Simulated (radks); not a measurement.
Rb, 37 electrons, occupied as [Kr] 5s1 (the NIST ground configuration). Method: non-relativistic Kohn-Sham, exchange-only LDA, spin-polarised, spherical densities, point nucleus; open shells are filled with parallel spins first (spin-orbit coupling, left out, can overturn this in heavy ions); relativity is left out, which matters for an element this heavy; computed with a radial shooting solver on a logarithmic mesh with Libxc functionals.

Normalised radial functions P(r) = r R(r), r in bohr:

r,3d down,4s down,5s down
0.007267,0.0003,0.1126,0.0282
0.009849,0.0008,0.1375,0.0344
0.01335,0.0019,0.1607,0.0402
0.01824,0.0045,0.1764,0.0442
0.02471,0.0104,0.1733,0.0434
0.03349,0.0233,0.1390,0.0348
0.04539,0.0506,0.0614,0.0153
0.06152,0.1053,-0.0604,-0.0152
0.08405,0.2107,-0.2046,-0.0513
0.1139,0.3851,-0.2978,-0.0745
0.1544,0.6429,-0.2549,-0.0634
0.2092,0.9592,-0.0281,-0.0062
0.2835,1.2484,0.2960,0.0749
0.3874,1.3818,0.4811,0.1191
0.525,1.2625,0.2928,0.0666
0.7115,0.9337,-0.2231,-0.0670
0.9643,0.5389,-0.7459,-0.1861
1.307,0.2297,-0.9359,-0.1803
1.771,0.0667,-0.7375,-0.0188
2.42,0.0113,-0.3795,0.2242
3.279,0.0010,-0.1276,0.4051
4.444,0.0000,-0.0253,0.4486
6.023,0.0000,-0.0026,0.3730
8.163,0.0000,-0.0001,0.2515
11.15,0.0000,0.0000,0.1383
15.11,0.0000,0.0000,0.0620
20.48,0.0000,0.0000,0.0209

3d down: eigenvalue -104.79 eV, 0 radial nodes, <r> = 0.524 bohr, 90 % of the charge inside 0.854 bohr. 4s down: eigenvalue -29.496 eV, 3 radial nodes at r = 0.0535, 0.215, 0.632 bohr, <r> = 1.48 bohr, 90 % of the charge inside 2.19 bohr. 5s down (empty): eigenvalue -0.559 eV, 4 radial nodes at r = 0.0535, 0.214, 0.619, 1.82 bohr, <r> = 5.76 bohr, 90 % of the charge inside 9.30 bohr.
